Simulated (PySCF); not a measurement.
CH₄ClInO₂. Atoms are numbered in the order given.

```xyz
9

In     0.1580     0.0443     0.0000
Cl    -0.7698     2.2036     0.0000
O      2.1438    -0.1954     0.0000
H      2.5917     0.6638     0.0000
O     -1.1011    -1.5007     0.0000
C     -0.6554    -2.8395     0.0000
H     -0.0552    -3.0993    -0.8934
H     -1.5457    -3.4931     0.0000
H     -0.0552    -3.0993     0.8934
```

Coordinates come from a B3LYP-D3(BJ)/def2-SVP optimisation. The def2 effective core potentials stand for the cores of In; spin–orbit coupling is left out. The values are those of a single conformer.

These are PySCF 2.14.0 with C-PCM-ωB97X/def2-SVP values and carry that method's errors.

The values are the electrostatic part of the solvation free energy, E(continuum) − E(gas) at the gas-phase geometry, in a cavity of scaled van der Waals radii (PySCF's table); cavitation and dispersion terms are not included. A continuum can't describe solvent molecules that bind to the metal. In vacuum the orbital gap is 10.08 eV. The dipole moment in vacuum is 1.60 D.

```tsv
solvent	ε	ΔG(elec) (kcal/mol)	dipole (D)	gap (eV)
water	78.36	-11.1	2.07	10.29
acetonitrile	35.69	-10.9	2.06	10.28
toluene	2.37	-6.2	1.85	10.19
```
